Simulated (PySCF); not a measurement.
Ground-state electric properties of a mixed set of molecules.

All values: B3LYP/def2-SVPD (PySCF) at PBE0-D3(BJ)/def2-SVP geometries, gas phase, one conformer each. Core orbitals are frozen in the response; Δα² is half the sum of the squared differences of the principal polarisabilities. Atoms past krypton carry effective core potentials.

**Question.** Rank by polarisability anisotropy Δα, highest first.
A. `[CH2:1]1[CH2:2][S:3][SiH2:4][S:5]1` with S5–C1–C2–S3 60°, C1–C2–S3–Si4 -41°, C2–S3–Si4–S5 12°, S3–Si4–S5–C1 13°
B. `[CH3:1][c:2]1[cH:3][cH:4][cH:5][cH:6][c:7]1[C:8](=[O:9])[OH:10]` with C6–C7–C8–O9 180°, C7–C8–O10–H 180°
C. `C=C=CC#CC#N`

**Answer.** C (16.68 Å³), B (9.63 Å³), A (3.70 Å³).

**Question.** Rank by mean static polarisability, lowest first.
A. `[CH3][Cd][F]`
B. `C=C=CC#CC#N`
C. `Cc1ccccc1C(=O)O`

**Answer.** A (6.43 Å³), B (13.47 Å³), C (15.11 Å³).

All values together:

| SMILES | formula | μ (D) | HOMO (eV) | LUMO (eV) | α (Å³) | Δα (Å³) | electrons | α per electron (Å³) | ΔSCF removal energy (eV) |
| --- | --- | --- | --- | --- | --- | --- | --- | --- | --- |
| Cc1ccccc1C(=O)O | C8H8O2 | 1.68 | -7.13 | -1.71 | 15.11 | 9.63 | 72 | 0.210 | 9.09 |
| C=C=CC#CC#N | C6H3N | 5.72 | -7.48 | -2.33 | 13.47 | 16.68 | 46 | 0.293 | – |
| [CH3][Cd][F] | CH3CdF | 3.47 | -8.38 | -1.20 | 6.43 | 3.63 | 66 | 0.097 | 10.91 |
| C1CS[SiH2]S1 | C2H6S2Si | 1.48 | -6.91 | -0.70 | 13.31 | 3.70 | 64 | 0.208 | 9.00 |

Conformers: `[CH3:1][c:2]1[cH:3][cH:4][cH:5][cH:6][c:7]1[C:8](=[O:9])[OH:10]` with C6–C7–C8–O9 180°, C7–C8–O10–H 180°; `[CH2:1]1[CH2:2][S:3][SiH2:4][S:5]1` with S5–C1–C2–S3 60°, C1–C2–S3–Si4 -41°, C2–S3–Si4–S5 12°, S3–Si4–S5–C1 13°.

A dash marks a removal energy that wasn't run or isn't settled.
